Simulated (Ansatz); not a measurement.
Input file for Ansatz (an electronic-structure program): R-CAM-B3LYP/def2-TZVPP on H2O (SMILES O).

Ansatz 0.2 input:
```yaml
crystal:
  periodic: [false, false, false]
  atoms:
    - {symbol: O, position_ang: [-0.00000000, 0.00000000, 0.38961139]}
    - {symbol: H, position_ang: [0.00000000, 0.76498632, -0.19485569]}
    - {symbol: H, position_ang: [0.00000000, -0.76498632, -0.19485569]}
basis:
  gaussian:
    orbitals: def2-TZVPP
hamiltonian:
  xc: {name: CAM-B3LYP}
scf: {lower_state_search: off}
```

It printed:

```
WARN ansatz: RAYON_NUM_THREADS=4 ignored (pool sized by the plan → 4); use --threads N
Functional definition: CAM-B3LYP
these checks for a lower state are left out or cut short: stability, starts, cluster_reference, orbital_swaps, neighbouring_geometries, increment
integrals: 0.00 GiB planned
269 factors; their error is unknown
integrals: 0.04 GiB planned
72 factors; integrals over basis functions are off by at most 1.7e-5 eV
mean field: 0.11 GiB planned
mean field evaluation 1: about -2076.2959 eV, gradient 4.9e1 eV
mean field evaluation 2: about -2073.9655 eV, gradient 6.2e1 eV
mean field evaluation 4: about -2079.9946 eV, gradient 2.2e-1 eV
mean field evaluation 8: about -2079.9991 eV, gradient 9.1e-4 eV
mean field -2079.99908079 eV, -76.4385563451 hartree, gradient 1.5e-6 eV, S^2 0.000000; 0 other end points of the search recorded, 0 dependent functions left out
reference -2079.99914842 eV, -76.4385588304 hartree; 5, 5 occupied and 54, 54 virtual orbitals, 269 factors
Total energy: -2079.99914842 eV, -76.4385588304 hartree
Checks for a lower state left out: stability, starts, cluster_reference, orbital_swaps, neighbouring_geometries, increment
```

Self-consistency was reached.

Cost: about 0.6 core-seconds (a rough figure).
